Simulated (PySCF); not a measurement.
## Chlorine: a sound run and one with changed settings

Sound run: Cl²⁺ [Ne] 3s2 3p3, Cl³⁺ [Ne] 3s2 3p2. Calculation: PySCF 2.14, in cc-pV(T+d)Z (5s4p3d1f, 39 functions); no relativity, point nucleus. In the sound run the correlated levels freeze [Ne]. The sound run starts from symmetry-adapted Hartree-Fock orbitals and uses a fine grid where one is needed.

Changed run: the spin-free X2C one-electron Hamiltonian (Gaussian nucleus). This setting is unsound on purpose.

```csv
species,method,sound run (hartree),changed run (hartree),converged
Cl²⁺,UHF,-458.22276,-459.46628,yes
Cl²⁺,M06-L,-458.80451,-460.04729,yes
Cl²⁺,M06-2X,-458.78721,-460.03008,yes
Cl²⁺,MP2,-458.31877,-459.56226,yes
Cl²⁺,CCSD(T),-458.34324,-459.58662,yes
Cl³⁺,UHF,-456.79110,-458.03423,yes
Cl³⁺,M06-L,-457.34016,-458.58269,yes
Cl³⁺,M06-2X,-457.33654,-458.57912,yes
Cl³⁺,MP2,-456.86338,-458.10649,yes
Cl³⁺,CCSD(T),-456.88916,-458.13210,yes
```

Ionisation energy of Cl²⁺:

```tsv
method	sound run (eV)	changed run (eV)
UHF	38.958	38.968
M06-L	39.847	39.854
M06-2X	39.475	39.483
MP2	39.603	39.613
SCS-MP2	39.406	39.416
CCSD	39.533	39.545
CCSD(T)	39.568	39.579
```

Most of the change in total energy is the relativistic energy itself. On top of that the contraction fixes the core shape for the Hamiltonian it was made with, so the changed run is not a good calculation with the other Hamiltonian either.

For comparison, NIST gives 39.8 ± 0.11 eV between the lowest levels.
